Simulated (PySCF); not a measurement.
CH6ClFOSi2, SMILES C[SiH2][Si@](O)(F)Cl.

Geometry optimised at B3LYP-D3(BJ)/def2-SVP. The structure was generated by enumeration; whether it is a known compound was not checked. One conformer was computed; it need not be the lowest.

All values below come from HF/def2-TZVP (PySCF).

Isolated molecule, no solvent.

```json
{
  "total_energy": "-1253.34889 hartree",
  "highest_occupied_level": "-11.42 eV",
  "lowest_empty_level": "2.80 eV",
  "orbital_gap": "14.22 eV",
  "dipole_moment": "1.71 D",
  "quadrupole, principal values (traceless, Buckingham form, about the centre of nuclear charge)": "-5.46, -5.08, 10.54 D·Å",
  "mean_static_polarisability": "71.4 bohr³ (10.58 Å³)",
  "polarisability_principal_values": "65.0, 70.3, 78.9 bohr³"
}
```
